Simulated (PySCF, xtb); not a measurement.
H₄P, SMILES [PH4+], charge +1.

GFN2-xTB run with xtb at its own geometry gives an orbital gap of 8.49 eV.

Geometry optimised at TPSSh-D3(BJ)/def2-TZVPD. The isomer is the one that the SMILES or the coordinates give; other isomers of the formula were not compared.

### Question
What does HF/def2-TZVPD run with PySCF give? (An estimate is asked for; the answer gives what the named calculation found.)

### Answer
gap 19.66 eV (levels -22.78 and -3.11 eV).
